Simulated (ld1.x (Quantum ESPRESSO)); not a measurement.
# Mg (Z = 12): what ld1.x (Quantum ESPRESSO) 7.5 does with a changed input

Command:

```bash
ld1.x < Mg.in > Mg.out
```

Input:

```
&input
   title='Mg', zed=12., rel=3, dft='PBESOL', iswitch=3,
   config='[Ne] 3s2 3p0',
   nld=2, rlderiv=3.40, eminld=-2.0, emaxld=5.0, deld=0.02
 /
 &inputp
   pseudotype=2, tm=.true., lloc=0,
   nlcc=.true., rcore=1.35,
   file_pseudopw='Mg.UPF', file_wfcaegen='ae.wfc', file_wfcncgen='nc.wfc', file_beta='beta', file_chi='chi'
 /
2
3P  2  1   0.00   0.00  3.15  3.15  0.0
3S  1  0   2.00   0.00  1.75  1.75  0.0
 &test
   configts(1)='3s2 3p0'
 /
```

Output:

```
Program LD1 v.7.5

 %%%%%%%%%%%%%%%%%%%%%%%%%%%%%%%%%%%%%%%%%%%%%%%%%%%%%%%%%%%%%%%%%%%%%%%%%%%%%%
     Error in routine ld1_readin (1):
     wrong rel
 %%%%%%%%%%%%%%%%%%%%%%%%%%%%%%%%%%%%%%%%%%%%%%%%%%%%%%%%%%%%%%%%%%%%%%%%%%%%%%

     stopping ...
```

Question: This input was made by a single change from one that runs to its end. What was changed?

Answer: The change: rel changed from 1 to 3. The program refuses the input: "ld1_readin: wrong rel".
